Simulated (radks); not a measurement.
Spin polarisation of the 3d6 shell in Fe2+. Start: [Ar] 3d(up 3, down 3); electrons of 3d are moved from spin down to spin up, other shells keep equal spins. All-electron calculation, scalar-relativistic Kohn-Sham, r2SCAN, spin-polarised, spherical densities, finite nucleus; meta-GGA in the generalised Kohn-Sham scheme; Fermi nuclear charge, rms radius of each element as measured or else 0.836 A^(1/3) + 0.57 fm. Program: a radial shooting solver on a logarithmic mesh with Libxc functionals.

[
 {"moment (Bohr magnetons)": "0", "E - E(0) (eV)": "0.000", "e(3d up) (eV)": "-25.606", "e(3d down) (eV)": "-25.606", "3p down minus up (eV)": "0.000"},
 {"moment (Bohr magnetons)": "1", "E - E(0) (eV)": "-0.325", "e(3d up) (eV)": "-26.214", "e(3d down) (eV)": "-24.916", "3p down minus up (eV)": "1.391"},
 {"moment (Bohr magnetons)": "2", "E - E(0) (eV)": "-1.299", "e(3d up) (eV)": "-26.741", "e(3d down) (eV)": "-24.139", "3p down minus up (eV)": "2.784"},
 {"moment (Bohr magnetons)": "3", "E - E(0) (eV)": "-2.928", "e(3d up) (eV)": "-27.184", "e(3d down) (eV)": "-23.267", "3p down minus up (eV)": "4.183"},
 {"moment (Bohr magnetons)": "4", "E - E(0) (eV)": "-5.219", "e(3d up) (eV)": "-27.540", "e(3d down) (eV)": "-22.289", "3p down minus up (eV)": "5.588"}
]

At moment 4 the spin-polarisation energy is -5.219 eV and the 3d exchange splitting 5.250 eV, that is 1.313 eV per Bohr magneton; E = -I m^2/4 would give I = 1.305 eV.
